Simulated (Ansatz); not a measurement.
Molecule: C$_{2}$HO, net charge 0, doublet state. It need not be the lowest isomer of its formula. 
Coordinates optimised at B3LYP-D3(BJ)/def2-TZVP (Ansatz, a program for electronic structure):
SMILES: [C]1=CO1
```xyz
4

C     -0.8004    -0.5753    -0.2617
C      0.5133    -0.3778    -0.0381
O      0.0232     0.8049     0.2249
H      1.5373    -0.7205    -0.0007
```
Charge 0, spin multiplicity 2.

Atomisation energy built up term by term with Ansatz (kcal/mol; UHF references for open shells; valence terms freeze the core; atomic spin-orbit terms are left out). CBS marks a two-point X^-3 extrapolation of the correlation energy; Hartree-Fock from the larger set.

| term | basis | kcal/mol |
|---|---|---|
| Hartree-Fock | cc-pVQZ | 223.74 |
| CCSD correlation | CBS(cc-pVTZ,cc-pVQZ) | 127.12 |
| (T) | CBS(cc-pVTZ,cc-pVQZ) | 14.24 |
| CCSDT - CCSD(T) | cc-pVDZ | 0.26 |
| core correlation | cc-pwCVTZ | 1.68 |
| scalar relativity (X2C) | cc-pVTZ-DK against cc-pVTZ | -0.32 |
| sum: De |  | 366.7 |

(T) makes 3.9 % of the CCSD(T) atomisation energy; under 5 % is typical of single-reference molecules.
